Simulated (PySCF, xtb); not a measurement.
O2Pb2, SMILES [O]1[Pb]2=[Pb]1[O]2.

GFN2-xTB (xtb) at its own geometry gives an orbital gap of 2.23 eV and a dipole moment of 0.12 D.

Coordinates come from a B3LYP-D3(BJ)/def2-SVP optimisation. The def2 effective core potentials stand for the cores of Pb; spin–orbit coupling is left out.

Q: What does PBE/def2-TZVPD in PySCF give? (The exact figures need the calculation; the answer reports its results.)

A: gap 2.52 eV (levels -5.38 and -2.86 eV), dipole 0.00 D.
